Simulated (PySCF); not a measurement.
Si(Me)2 cation (C2H6Si), SMILES C[Si]C (connectivity only; charge and spin as stated), charge +1, multiplicity 2. Atoms are numbered in the order given.

```xyz
9

Si     0.0000     0.0000     0.5559
C     -1.5892    -0.0034    -0.3615
H     -2.4603    -0.1420     0.2784
H     -1.5447    -0.7921    -1.1232
H     -1.6649     0.9643    -0.8772
C      1.5892     0.0034    -0.3615
H      1.5447     0.7921    -1.1232
H      1.6649    -0.9643    -0.8772
H      2.4603     0.1420     0.2784
```
Charge +1, spin multiplicity 2.

The structure is a stationary point at ωB97X-D3(BJ)/def2-TZVP. The spin state was assumed, not searched. The isomer is the one that the SMILES or the coordinates give; other isomers of the formula were not compared.

Level of theory: ωB97X-D3(BJ)/def2-TZVP (PySCF 2.14.0).

Frequencies are harmonic and unscaled.

```json
[
 {"mode": "1", "ν (cm⁻¹)": "37", "IR (km/mol)": "0.0", "moving atoms (share of kinetic energy)": "H 99 %"},
 {"mode": "2", "ν (cm⁻¹)": "78", "IR (km/mol)": "0.5", "moving atoms (share of kinetic energy)": "H 77 %, Si 13 %, C 10 %"},
 {"mode": "3", "ν (cm⁻¹)": "213", "IR (km/mol)": "1.9", "moving atoms (share of kinetic energy)": "C 39 %, H 36 %, Si 25 %"},
 {"mode": "4", "ν (cm⁻¹)": "583", "IR (km/mol)": "2.2", "moving atoms (share of kinetic energy)": "H 84 %, C 13 %"},
 {"mode": "5", "ν (cm⁻¹)": "613", "IR (km/mol)": "0.2", "moving atoms (share of kinetic energy)": "H 82 %, C 17 %"},
 {"mode": "6", "ν (cm⁻¹)": "671", "IR (km/mol)": "5.5", "moving atoms (share of kinetic energy)": "C 62 %, H 20 %, Si 18 %"},
 {"mode": "7", "ν (cm⁻¹)": "680", "IR (km/mol)": "4.9", "moving atoms (share of kinetic energy)": "H 75 %, C 20 %"},
 {"mode": "8", "ν (cm⁻¹)": "809", "IR (km/mol)": "43.3", "moving atoms (share of kinetic energy)": "Si 40 %, C 39 %, H 22 %"},
 {"mode": "9", "ν (cm⁻¹)": "877", "IR (km/mol)": "57.4", "moving atoms (share of kinetic energy)": "H 69 %, C 23 %"},
 {"mode": "10", "ν (cm⁻¹)": "1254", "IR (km/mol)": "7.1", "moving atoms (share of kinetic energy)": "H 82 %, C 18 %"},
 {"mode": "11", "ν (cm⁻¹)": "1279", "IR (km/mol)": "17.9", "moving atoms (share of kinetic energy)": "H 83 %, C 17 %"},
 {"mode": "12", "ν (cm⁻¹)": "1391", "IR (km/mol)": "13.1", "moving atoms (share of kinetic energy)": "H 95 %"},
 {"mode": "13", "ν (cm⁻¹)": "1408", "IR (km/mol)": "6.1", "moving atoms (share of kinetic energy)": "H 96 %"},
 {"mode": "14", "ν (cm⁻¹)": "1417", "IR (km/mol)": "0.0", "moving atoms (share of kinetic energy)": "H 95 %"},
 {"mode": "15", "ν (cm⁻¹)": "1435", "IR (km/mol)": "34.8", "moving atoms (share of kinetic energy)": "H 96 %"},
 {"mode": "16", "ν (cm⁻¹)": "3029", "IR (km/mol)": "37.9", "moving atoms (share of kinetic energy)": "H 97 %"},
 {"mode": "17", "ν (cm⁻¹)": "3035", "IR (km/mol)": "17.2", "moving atoms (share of kinetic energy)": "H 97 %"},
 {"mode": "18", "ν (cm⁻¹)": "3107", "IR (km/mol)": "0.5", "moving atoms (share of kinetic energy)": "H 91 %, C 9 %"},
 {"mode": "19", "ν (cm⁻¹)": "3110", "IR (km/mol)": "14.1", "moving atoms (share of kinetic energy)": "H 91 %, C 9 %"},
 {"mode": "20", "ν (cm⁻¹)": "3180", "IR (km/mol)": "5.9", "moving atoms (share of kinetic energy)": "H 91 %, C 9 %"},
 {"mode": "21", "ν (cm⁻¹)": "3181", "IR (km/mol)": "15.6", "moving atoms (share of kinetic energy)": "H 91 %, C 9 %"}
]
```
